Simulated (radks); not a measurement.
Results of a calculation; reference values are marked as such.
Species: Cd XXVII. Configuration: [Ar] 3d4. Level of theory: Dirac Kohn-Sham, PBEsol, spin-unpolarised, spherical densities, finite nucleus; open shells fill j = l - 1/2 first; Fermi nuclear charge, rms radius 4.6087 fm (a radial shooting solver on a logarithmic mesh with Libxc functionals).

Spin-orbit splittings of the eigenvalues, e(l+1/2) - e(l-1/2), with zeta = 2 splitting/(2l+1) and mean radii in bohr:

shell  occ.  splitting (eV)  zeta (eV)  <r> j=l-1/2  <r> j=l+1/2
2p        6           194.0      129.3       0.1106       0.1157
3p        6           41.10      27.40       0.3237       0.3325
3d        4           9.058      3.623       0.2960       0.2986
4p        0           13.61      9.072       0.6682       0.6805
